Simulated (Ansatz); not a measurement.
H₂InS₂, SMILES `[SH][In][SH]` radical. Total charge 0; spin multiplicity 2. In takes the def2 core potential.

Q: What are the harmonic wavenumbers in cm⁻¹ at PBE0-D4/def2-TZVP (Ansatz, finite differences of forces, unscaled)? (Estimate.)

A: The calculation gave: 63, 88, 185, 293, 328, 555, 605, 2698, 2700.

Q: Is this a minimum?

A: Yes, all 9 modes are real.

Q: Give the ideal-gas thermochemistry at 298.15 K and 1 bar (rigid rotor, harmonic oscillator; point group C2v, symmetry number 2).

A: Zero-point energy 44.9 kJ/mol; H(298) − E = 63.6 kJ/mol; entropy 346.7 J/(mol·K), of which translation 173.7, rotation 108.4, vibration 58.9, electronic 5.8; G(298) − E = -39.8 kJ/mol. Modes under 100 cm⁻¹ are hindered rotations or soft bends, so the harmonic entropy is rough.

Q: And at 400, 500, 600, 800 and 1000 K?

A: 
```json
{"T (K)": "400", "H − E (kJ/mol)": "72.0", "S (J/mol/K)": "371.0", "G − E (kJ/mol)": "-76.4"}
{"T (K)": "500", "H − E (kJ/mol)": "80.6", "S (J/mol/K)": "390.2", "G − E (kJ/mol)": "-114.5"}
{"T (K)": "600", "H − E (kJ/mol)": "89.4", "S (J/mol/K)": "406.3", "G − E (kJ/mol)": "-154.4"}
{"T (K)": "800", "H − E (kJ/mol)": "107.6", "S (J/mol/K)": "432.4", "G − E (kJ/mol)": "-238.3"}
{"T (K)": "1000", "H − E (kJ/mol)": "126.4", "S (J/mol/K)": "453.4", "G − E (kJ/mol)": "-327.0"}
```
